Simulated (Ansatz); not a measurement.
H2AlBCl, SMILES `[AlH2][B-]Cl` (singlet; the order of the spin states depends on the level) (charge -1, multiplicity 1). This singlet lies 0.08 eV below the relaxed triplet at the level frozen-core CCSD(T)/aug-cc-pVTZ // B3LYP-D3(BJ)/def2-TZVPD (Ansatz, a first-principles code); other levels give the other order.

Computed with BLYP/aug-cc-pVTZ // B3LYP-D3(BJ)/def2-TZVPD (Ansatz).

Ansatz 0.2 input:
```yaml
crystal:
  periodic: [false, false, false]
  atoms:
    - { symbol: Al, position_ang: [-0.783692, 0.026211, -0.24229] }
    - { symbol: B, position_ang: [1.142855, -0.040489, 0.284958] }
    - { symbol: Cl, position_ang: [2.887876, -0.127547, 0.010504] }
    - { symbol: H, position_ang: [-1.683652, -1.290323, 0.021385] }
    - { symbol: H, position_ang: [-1.563388, 1.432148, -0.074556] }
basis:
  gaussian: { orbitals: aug-cc-pVTZ }
hamiltonian:
  xc: blyp
total_charge: -1
```

Output:

```
Functional definition: BLYP
1059 factors; their error is unknown
mean field evaluation 1: about -19817.0381 eV, gradient 5.7e1 eV
mean field evaluation 2: about -19707.4669 eV, gradient 1.5e2 eV
mean field evaluation 4: about -19820.6635 eV, gradient 4.0e1 eV
mean field evaluation 8: about -19828.4815 eV, gradient 2.5e-1 eV
mean field evaluation 16: about -19828.4582 eV, gradient 1.8e-4 eV
mean field evaluation 32: about -19825.7873 eV, gradient 6.9e0 eV
mean field -19828.45817773 eV, -728.6823978199 hartree, gradient 4.8e-5 eV, S^2 0.000000; 3 other end points of the search recorded, 0 dependent functions left out
reference -19828.45852474 eV, -728.6824105721 hartree; 19, 19 occupied and 173, 173 virtual orbitals, 1059 factors
Total energy: -19828.45852474 eV, -728.6824105721 hartree
```
